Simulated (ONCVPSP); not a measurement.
**How hard is this zinc ONCV potential?**

| Quantity | Value |
| --- | --- |
| Element | zinc |
| Generator | ONCVPSP 4.0.1 |
| Type | optimised norm-conserving Vanderbilt (ONCV) |
| Functional | PBEsol |
| Relativity | scalar-relativistic |
| Frozen core | [Ne] |
| Valence charge | 20 |
| Reference configuration | 3s2 3p6 3d10 4s2 |
| Partial waves | 3s+4s: rc 1.30 bohr, ncon 4, nbas 9, qcut 8.9 1/bohr, 2 projectors; 3p: rc 1.05 bohr, ncon 4, nbas 7, qcut 13.8 1/bohr, 2 projectors, debl 2.8 Ha; 3d: rc 1.25 bohr, ncon 3, nbas 8, qcut 10.7 1/bohr, 2 projectors, debl 3.3 Ha |
| Local potential | polynomial inside 1.00 bohr (lpopt 1, dvloc0 3 Ha) |
| Core correction | none |

In the p channel the program set the typed energies aside and used -3.060, 0.250 Ha.

Q: For each optimised wave give the share of its norm inside rc, the residual kinetic energy above qcut (Ha) and the cutoffs (Ha) for errors of 10, 1, 0.1 and 0.01 mHa per electron.

A:

```json
{"wave": "3s", "norm inside rc": "0.978", "residual KE": "1.9e-06", "10 mHa": "14.2", "1 mHa": "18.1", "0.1 mHa": "22.0", "0.01 mHa": "34.1"}
{"wave": "4s", "norm inside rc": "0.060", "residual KE": "5.5e-06", "10 mHa": "10.1", "1 mHa": "14.2", "0.1 mHa": "29.2", "0.01 mHa": "37.7"}
{"wave": "3p", "norm inside rc": "0.877", "residual KE": "6.4e-08", "10 mHa": "41.3", "1 mHa": "53.4", "0.1 mHa": "64.3", "0.01 mHa": "74.1"}
{"wave": "p projector 2", "norm inside rc": "0.038", "residual KE": "1.6e-08", "10 mHa": "29.5", "1 mHa": "41.9", "0.1 mHa": "53.1", "0.01 mHa": "62.5"}
{"wave": "3d", "norm inside rc": "0.799", "residual KE": "1.3e-04", "10 mHa": "44.5", "1 mHa": "51.3", "0.1 mHa": "61.0", "0.01 mHa": "225.6"}
{"wave": "d projector 2", "norm inside rc": "0.085", "residual KE": "3.9e-04", "10 mHa": "45.3", "1 mHa": "53.7", "0.1 mHa": "101.4", "0.01 mHa": "219.9"}
```

The occupied waves need 53 Ha and 64 Ha for 1 and 0.1 mHa.
